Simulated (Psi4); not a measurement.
# The standard entropy of SnH2SO (SMILES [OH][Sn][SH]) from a frequency calculation

A singlet with charge 0, relaxed at PBE0-D4/def2-TZVP (density fitting, core potential) (Psi4 1.11):

```xyz
5

O    -1.0598   -1.1046   -0.0735
Sn   -1.2324    0.8488   -0.3189
S     1.1142    1.4967   -0.0055
H    -0.1866   -1.4608    0.1080
H     1.5765    0.2536    0.2091
```

Harmonic wavenumbers in cm⁻¹: 169, 206, 324, 365, 549, 599, 734, 2709, 3885.

Masses in u: O 15.999, Sn 118.71, S 32.06, H 1.008. Take T = 298.15 K, p = 1 bar, R = 8.3145 J/(mol K), kT/hc = 207.22 cm⁻¹, rigid rotor and harmonic oscillator.

Problem. Work out S° at 298 K.

Solution. 
1. Translation (Sackur–Tetrode): S = R[3/2 ln M + 5/2 ln T − 1.1517] with M = 168.785 gives 172.8 J/(mol K).
2. Rotation: principal moments 57.680, 171.102, 228.782 u Å² give A, B, C = 0.2923, 0.0985, 0.0737 cm⁻¹; the symmetry number is σ = 1; q = (√π/σ)√((kT/hc)³/ABC) = 114777; S = R(ln q + 3/2) = 109.3.
3. Vibration: with u = ν̃/207.22, each mode gives R[u/(eᵘ − 1) − ln(1 − e⁻ᵘ)]; the sum is 34.2, most from 169 cm⁻¹ (10.2), 206 cm⁻¹ (8.7), 324 cm⁻¹ (5.4).
4. Spin: R ln 1 = 0.0.
5. Sum: 172.8 + 109.3 + 34.2 + 0.0 = 316.3 J/(mol K).

No measured value is set beside it here. One conformer is counted; others would raise S.
